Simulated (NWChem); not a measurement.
System: C$_{4}$H$_{3}$F; SMILES C#CC(=C)F

Parts of the log:

```
             Northwest Computational Chemistry Package (NWChem) 7.3.0
             --------------------------------------------------------

 CS  symmetry detected

                             Geometry "geometry" -> ""
                             -------------------------

 Output coordinates in angstroms (scale by  1.889725989 to convert to a.u.)

  No.       Tag          Charge          X              Y              Z
 ---- ---------------- ---------- -------------- -------------- --------------
    1 C                    6.0000     0.04487132     2.19911635     0.00000000
    2 C                    6.0000    -0.00935068     0.97547478     0.00000000
    3 C                    6.0000    -0.05961508    -0.45147444     0.00000000
    4 C                    6.0000    -1.18010442    -1.20177311     0.00000000
    5 F                    9.0000     1.15668980    -1.04339624     0.00000000
    6 H                    1.0000     0.08922339     3.27962754     0.00000000
    7 H                    1.0000    -2.16502904    -0.71862710     0.00000000
    8 H                    1.0000    -1.10920937    -2.29849580     0.00000000

 Effective nuclear repulsion energy (a.u.)     140.1681557158

      Symmetry information
      --------------------

 Group name             Cs
 Group number              2
 Group order               2
 No. of unique centers     8

                                 NWChem DFT Module
                                 -----------------

 Summary of "ao basis" -> "ao basis" (spherical)
 ------------------------------------------------------------------------------
       Tag                 Description            Shells   Functions and Types
 ---------------- ------------------------------  ------  ---------------------
 C                           6-31g*                  6       14   3s2p1d
 F                           6-31g*                  6       14   3s2p1d
 H                           6-31g*                  2        2   2s

      Symmetry analysis of basis
      --------------------------

        a'         56
        a"         20

            General Information
            -------------------
          SCF calculation type: DFT
          Wavefunction type:  closed shell.
          No. of atoms     :     8
          No. of electrons :    36
           Alpha electrons :    18
            Beta electrons :    18
          Charge           :     0
          Spin multiplicity:     1
          Use of symmetry is: on ; symmetry adaption is: on
          Maximum number of iterations: 150
          AO basis - number of functions:    76
                     number of shells:    36
          Convergence on energy requested:  1.00D-06
          Convergence on density requested:  1.00D-05
          Convergence on gradient requested:  5.00D-04

              XC Information
              --------------
                          M06 Method XC Functional
                     Hartree-Fock (Exact) Exchange  0.270
                           M06 Exchange Functional  1.000
                         M06 Correlation Potential  1.000

             Grid Information
             ----------------
          Grid used for XC integration:  medium
          Radial quadrature: Mura-Knowles
          Angular quadrature: Lebedev.
          Tag              B.-S. Rad. Rad. Pts. Rad. Cut. Ang. Pts.
          ---              ---------- --------- --------- ---------
          C                   0.70       49          11.0       434
          F                   0.50       49          11.0       434
          H                   0.35       45          13.0       434
          Grid pruning is: on
          Number of quadrature shells:   380
          Spatial weights used:  Erf1

      Superposition of Atomic Density Guess
      -------------------------------------

 Sum of atomic energies:        -251.50804623

      Non-variational initial energy
      ------------------------------

 Total energy =    -253.771668
 1-e energy   =    -620.612541
 2-e energy   =     226.672717
 HOMO         =      -0.254640
 LUMO         =      -0.003127

      Symmetry analysis of molecular orbitals - initial
      -------------------------------------------------

  Numbering of irreducible representations:

     1 a'          2 a"

  Orbital symmetries:

     1 a'          2 a'          3 a'          4 a'          5 a'
     6 a'          7 a'          8 a'          9 a'         10 a'
    11 a'         12 a"         13 a'         14 a'         15 a'
    16 a"         17 a'         18 a"         19 a"         20 a'
    21 a'         22 a'         23 a"         24 a'         25 a'
    26 a'         27 a'         28 a'

     ---------------------------------------------
      Total Density - Mulliken Population Analysis
     ---------------------------------------------

    Atom       Charge   Shell Charges
 -----------   ------   -------------------------------------------------------
    1 C    6     6.43   2.00  0.75  1.85  0.70  1.11  0.03
    2 C    6     5.95   2.00  0.74  1.88  0.52  0.78  0.03
    3 C    6     5.27   2.00  0.67  1.55  0.41  0.57  0.07
    4 C    6     6.65   2.00  0.74  2.01  0.63  1.25  0.02
    5 F    9     9.47   2.00  0.94  3.39  1.02  2.11  0.01
    6 H    1     0.71   0.42  0.29
    7 H    1     0.75   0.45  0.30
    8 H    1     0.77   0.45  0.32

   convergence    iter        energy       DeltaE   RMS-Dens  Diis-err
 ---------------- ----- ----------------- --------- --------- ---------
 d= 0,ls=0.0,diis     1   -253.7214560494 -3.94D+02  1.91D-02  7.54D-01
 d= 0,ls=0.0,diis     2   -253.7258751404 -4.42D-03  8.09D-03  7.88D-01
 d= 0,ls=0.0,diis     3   -253.7923417714 -6.65D-02  3.58D-03  9.96D-02
 d= 0,ls=0.0,diis     4   -253.7991293065 -6.79D-03  1.70D-03  3.94D-02
 d= 0,ls=0.0,diis     5   -253.8039397334 -4.81D-03  3.47D-04  9.72D-04
  Resetting Diis
 d= 0,ls=0.0,diis     6   -253.8040337644 -9.40D-05  1.37D-04  1.61D-04
 d= 0,ls=0.0,diis     7   -253.8040555848 -2.18D-05  1.01D-04  1.51D-05
 d= 0,ls=0.0,diis     8   -253.8040521788  3.41D-06  6.21D-05  4.18D-05
 d= 0,ls=0.0,diis     9   -253.8040573271 -5.15D-06  4.64D-06  1.98D-07
 d= 0,ls=0.0,diis    10   -253.8040573490 -2.19D-08  2.28D-06  4.46D-08

         Total DFT energy =     -253.804057348958
      One electron energy =     -623.553324443047
           Coulomb energy =      262.603314236810
    Exchange-Corr. energy =      -33.022202858535
 Nuclear repulsion energy =      140.168155715814

 Numeric. integr. density =       36.000000127866

                  Occupations of the irreducible representations
                  ----------------------------------------------

                     irrep           alpha         beta
                     --------     --------     --------
                     a'               15.0         15.0
                     a"                3.0          3.0

                       DFT Final Molecular Orbital Analysis
                       ------------------------------------

 Vector   16  Occ=2.000000D+00  E=-3.375893D-01  Symmetry=a"
              MO Center=  4.5D-02,  5.7D-01, -8.2D-16, r^2= 2.6D+00
   Bfn.  Coefficient  Atom+Function         Bfn.  Coefficient  Atom+Function
  ----- ------------  ---------------      ----- ------------  ---------------
    19      0.364065  2 C  pz                 5      0.291085  1 C  pz
    61     -0.276189  5 F  pz                33      0.239272  3 C  pz
    23      0.209168  2 C  pz                65     -0.209913  5 F  pz
    47      0.169024  4 C  pz                 9      0.157812  1 C  pz
    51      0.118972  4 C  pz                37      0.104553  3 C  pz

 Vector   17  Occ=2.000000D+00  E=-3.061469D-01  Symmetry=a'
              MO Center=  1.7D-02,  1.5D+00, -7.3D-16, r^2= 1.6D+00
   Bfn.  Coefficient  Atom+Function         Bfn.  Coefficient  Atom+Function
  ----- ------------  ---------------      ----- ------------  ---------------
    17      0.421571  2 C  px                 3      0.413706  1 C  px
     7      0.257080  1 C  px                21      0.227843  2 C  px
    60     -0.107111  5 F  py                64     -0.079043  5 F  py
    46      0.074591  4 C  py                76     -0.056684  8 H  s
    48      0.054305  4 C  s                 75     -0.047806  8 H  s

 Vector   18  Occ=2.000000D+00  E=-2.588501D-01  Symmetry=a"
              MO Center= -4.3D-01,  4.8D-02,  3.0D-15, r^2= 3.4D+00
   Bfn.  Coefficient  Atom+Function         Bfn.  Coefficient  Atom+Function
  ----- ------------  ---------------      ----- ------------  ---------------
    47      0.371693  4 C  pz                 5     -0.307956  1 C  pz
    51      0.297803  4 C  pz                33      0.280242  3 C  pz
     9     -0.219469  1 C  pz                19     -0.203684  2 C  pz
    61     -0.175872  5 F  pz                37      0.147351  3 C  pz
    65     -0.141773  5 F  pz                23     -0.107548  2 C  pz

 Vector   19  Occ=0.000000D+00  E=-2.790009D-02  Symmetry=a"
              MO Center= -4.3D-01,  1.3D-01,  5.2D-16, r^2= 3.7D+00
   Bfn.  Coefficient  Atom+Function         Bfn.  Coefficient  Atom+Function
  ----- ------------  ---------------      ----- ------------  ---------------
    51      0.471175  4 C  pz                 9      0.396875  1 C  pz
    47      0.368720  4 C  pz                33     -0.333375  3 C  pz
    37     -0.325645  3 C  pz                 5      0.314792  1 C  pz
    23     -0.260424  2 C  pz                19     -0.202959  2 C  pz
    61      0.128171  5 F  pz                65      0.123828  5 F  pz

 Vector   20  Occ=0.000000D+00  E= 2.267562D-02  Symmetry=a'
              MO Center=  3.3D-04,  1.1D+00,  2.5D-16, r^2= 3.0D+00
   Bfn.  Coefficient  Atom+Function         Bfn.  Coefficient  Atom+Function
  ----- ------------  ---------------      ----- ------------  ---------------
     7      0.586007  1 C  px                21     -0.504683  2 C  px
     3      0.403933  1 C  px                17     -0.373926  2 C  px
    76      0.347205  8 H  s                 34     -0.235481  3 C  s
    62      0.226784  5 F  s                 48     -0.203427  4 C  s
    35     -0.167925  3 C  px                63     -0.154413  5 F  px

 Vector   21  Occ=0.000000D+00  E= 1.084222D-01  Symmetry=a'
              MO Center=  4.8D-02,  3.2D+00, -2.1D-16, r^2= 2.5D+00
   Bfn.  Coefficient  Atom+Function         Bfn.  Coefficient  Atom+Function
  ----- ------------  ---------------      ----- ------------  ---------------
    72      2.292315  6 H  s                  8     -1.971147  1 C  py
    22     -1.564961  2 C  py                34     -1.079769  3 C  s
    20     -0.905112  2 C  s                 36     -0.507779  3 C  py
     2     -0.239891  1 C  s                  4     -0.219735  1 C  py
    71      0.211020  6 H  s                 74      0.194719  7 H  s

     ---------------------------------------------
      Total Density - Mulliken Population Analysis
     ---------------------------------------------

    Atom       Charge   Shell Charges
 -----------   ------   -------------------------------------------------------
    1 C    6     6.48   2.00  0.68  1.98  0.66  1.15  0.02
    2 C    6     5.75   2.00  0.68  2.03  0.48  0.53  0.03
    3 C    6     5.64   2.00  0.67  1.97  0.41  0.51  0.08
    4 C    6     6.45   2.00  0.68  2.06  0.63  1.07  0.02
    5 F    9     9.33   2.00  0.94  3.30  1.05  2.02  0.02
    6 H    1     0.74   0.51  0.23
    7 H    1     0.80   0.52  0.28
    8 H    1     0.81   0.52  0.29

     -------------------------------------------
      Total Density - Lowdin Population Analysis
     -------------------------------------------

    Atom       Charge   Shell Charges
 -----------   ------   -------------------------------------------------------
    1 C    6     6.16   1.99  0.56  1.79  0.47  1.31  0.05
    2 C    6     6.04   1.99  0.54  1.81  0.41  1.23  0.07
    3 C    6     5.89   1.99  0.51  1.74  0.37  1.09  0.19
    4 C    6     6.29   1.99  0.56  1.87  0.45  1.37  0.05
    5 F    9     9.11   1.99  0.93  3.18  0.82  2.16  0.03
    6 H    1     0.82   0.47  0.36
    7 H    1     0.84   0.48  0.36
    8 H    1     0.84   0.48  0.36

     Multipole analysis of the density
     ---------------------------------

     L   x y z        total         alpha         beta         nuclear
     -   - - -        -----         -----         ----         -------
     0   0 0 0     -0.000000    -18.000000    -18.000000     36.000000

     1   1 0 0     -0.498873     -0.249437     -0.249437     -0.000000
     1   0 1 0      0.333872      0.166936      0.166936     -0.000000
     1   0 0 1     -0.000000     -0.000000     -0.000000      0.000000

     2   2 0 0    -20.584327    -57.353160    -57.353160     94.121993
     2   1 1 0      1.361804     -4.218847     -4.218847      9.799497
     2   1 0 1     -0.000000     -0.000000     -0.000000      0.000000
     2   0 2 0    -15.289901   -134.360695   -134.360695    253.431489
     2   0 1 1      0.000000      0.000000      0.000000      0.000000
     2   0 0 2    -21.830112    -10.915056    -10.915056      0.000000
```

Level: M06/6-31G* (spherical d). Coordinates come from a PBE-D3(BJ)/def2-SVP optimisation.

Question: Which NWChem input produces such a log?

Answer: One answer among several that fit: the input that was run:
```
start job
memory heap 200 mb stack 700 mb global 900 mb
geometry units angstroms noautoz
  C      0.055319     2.194659     0.000000
  C     -0.002349     0.971175     0.000000
  C     -0.056632    -0.455627     0.000000
  C     -1.179230    -1.202767     0.000000
  F      1.158001    -1.050972     0.000000
  H      0.102714     3.275041     0.000000
  H     -2.162790    -0.716849     0.000000
  H     -1.111424    -2.299685     0.000000
end
basis spherical
  C library 6-31g*
  F library 6-31g*
  H library 6-31g*
end
dft
  xc m06
  iterations 150
  mulliken
end
task dft energy
```
